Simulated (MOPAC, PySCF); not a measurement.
H₄O₄Si, SMILES `O[Si](O)(O)O`, neutral singlet in the gas phase. 

Cartesian coordinates (Å):
SMILES: O[Si](O)(O)O
```xyz
9

O     -1.1240    -0.4766     1.0814
Si     0.0000     0.0000     0.0000
O      1.4455    -0.1568     0.7388
O     -0.4068     1.5139    -0.4501
O      0.0853    -0.8805    -1.3702
H     -0.8914    -1.2157     1.6449
H      2.2169    -0.1853     0.1714
H     -0.7641     2.0834     0.2325
H     -0.5613    -0.6824    -2.0488
```
Charge 0, multiplicity 1.

All levels are single points at this geometry (PBE0-D4/def2-TZVP); Pople sets use spherical d functions. Orbital energies aren't observables, and empty levels follow the basis.

AM1 in MOPAC gives HOMO (eV) = -12.34.

**Question.** Estimate the HOMO (eV) from each of these levels: B3LYP-D3(BJ)/def2-TZVP in PySCF; PBE-D3(BJ)/def2-TZVP in PySCF; PBE0-D4/def2-TZVP in PySCF; B3LYP/6-31G* in PySCF; B3LYP/LANL2DZ in PySCF; BP86/6-31G* in PySCF; M06-2X/6-31G* in PySCF; PBE/6-31G* in PySCF; HF/3-21G in PySCF; HF/6-31G* in PySCF; HF/STO-3G in PySCF; PM7 in MOPAC.

**Answer.** 
```json
[
 {"level": "B3LYP-D3(BJ)/def2-TZVP in PySCF", "HOMO (eV)": "-8.83"},
 {"level": "PBE-D3(BJ)/def2-TZVP in PySCF", "HOMO (eV)": "-7.33"},
 {"level": "PBE0-D4/def2-TZVP in PySCF", "HOMO (eV)": "-9.11"},
 {"level": "B3LYP/6-31G* in PySCF", "HOMO (eV)": "-8.40"},
 {"level": "B3LYP/LANL2DZ in PySCF", "HOMO (eV)": "-8.98"},
 {"level": "BP86/6-31G* in PySCF", "HOMO (eV)": "-6.98"},
 {"level": "M06-2X/6-31G* in PySCF", "HOMO (eV)": "-10.53"},
 {"level": "PBE/6-31G* in PySCF", "HOMO (eV)": "-6.86"},
 {"level": "HF/3-21G in PySCF", "HOMO (eV)": "-13.35"},
 {"level": "HF/6-31G* in PySCF", "HOMO (eV)": "-13.50"},
 {"level": "HF/STO-3G in PySCF", "HOMO (eV)": "-9.61"},
 {"level": "PM7 in MOPAC", "HOMO (eV)": "-11.94"}
]
```
